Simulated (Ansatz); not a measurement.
Consider the ligand exchange at a Ge–Cl bond: `[SiH3][O][GeH2][Cl]` + H–F → `[F][GeH2][O][SiH3]` + HCl.

Program: Ansatz. Geometries: PBE0-D4/def2-TZVP. ΔE: electronic, gas phase. CBS: MP2 limit from def2 TZ/QZ plus the TZ coupled-cluster correction, frozen cores. This one scheme is used for every species. DFT in def2-TZVPP. HSE06 is defined as in plane-wave codes. For Ge outer-core shells are correlated without core-valence functions, which leaves a few kJ/mol of doubt a bond. Scalar relativity is left out up to krypton. One conformer a species, not always the lowest.

```json
{"level": "PBE-D4", "ΔE (kJ/mol)": "12.2", "difference from CCSD(T)/CBS": "-0.2"}
{"level": "BLYP-D4", "ΔE (kJ/mol)": "5.6", "difference from CCSD(T)/CBS": "-6.8"}
{"level": "r2SCANh-D4", "ΔE (kJ/mol)": "8.9", "difference from CCSD(T)/CBS": "-3.5"}
{"level": "HSE06-D4", "ΔE (kJ/mol)": "15.7", "difference from CCSD(T)/CBS": "3.3"}
{"level": "BHLYP-D4", "ΔE (kJ/mol)": "9.2", "difference from CCSD(T)/CBS": "-3.2"}
{"level": "CAM-B3LYP-D4", "ΔE (kJ/mol)": "2.0", "difference from CCSD(T)/CBS": "-10.4"}
{"level": "PBE", "ΔE (kJ/mol)": "8.2", "difference from CCSD(T)/CBS": "-4.2"}
{"level": "r2SCAN", "ΔE (kJ/mol)": "6.1", "difference from CCSD(T)/CBS": "-6.3"}
{"level": "r2SCAN0", "ΔE (kJ/mol)": "10.1", "difference from CCSD(T)/CBS": "-2.3"}
{"level": "HSE06", "ΔE (kJ/mol)": "12.2", "difference from CCSD(T)/CBS": "-0.2"}
{"level": "MP2/def2-SVP", "ΔE (kJ/mol)": "-2.1", "difference from CCSD(T)/CBS": "-14.5"}
{"level": "CCSD/def2-SVP", "ΔE (kJ/mol)": "-4.6", "difference from CCSD(T)/CBS": "-17.0"}
{"level": "CCSD/def2-TZVPP", "ΔE (kJ/mol)": "6.4", "difference from CCSD(T)/CBS": "-6.0"}
{"level": "CCSD(T)/def2-TZVPP", "ΔE (kJ/mol)": "7.8", "difference from CCSD(T)/CBS": "-4.6"}
{"level": "MP2/CBS(def2)", "ΔE (kJ/mol)": "17.2", "difference from CCSD(T)/CBS": "4.8"}
{"level": "CCSD/CBS(def2)", "ΔE (kJ/mol)": "11.0", "difference from CCSD(T)/CBS": "-1.4"}
{"level": "CCSD(T)/CBS", "ΔE (kJ/mol)": "12.4", "difference from CCSD(T)/CBS": "0"}
```

Question: What do rigid-rotor, harmonic-oscillator terms from PBE0-D4/def2-TZVP frequencies (298.15 K, 1 bar) make of the CCSD(T)/CBS value? (Estimate.)

Answer: Ansatz gave: ΔZPE = -4.5 kJ/mol, ΔH = +7.2 kJ/mol, ΔS = 2 J/(mol·K), ΔG = +6.7 kJ/mol. Modes under 50 cm⁻¹ make the entropy rough.

Largest T1 diagnostic among the species: 0.012.

In def2-TZVPP, CCSD(T) changes the Hartree–Fock value by +7.4 kJ/mol (the triples alone add +1.4 kJ/mol) and MP2 by +12.3 kJ/mol. From PBE to PBE0 (25 % exact exchange), in def2-TZVPP and without D4, ΔE moves by +3.5 kJ/mol. At CCSD(T), def2-SVP lies −16.6 kJ/mol from the extrapolated value and def2-TZVPP −4.6 kJ/mol.

CCSD(T)/CBS has its own doubt, a few kJ/mol and more with outer-core shells, so smaller differences from it don't rank the levels.
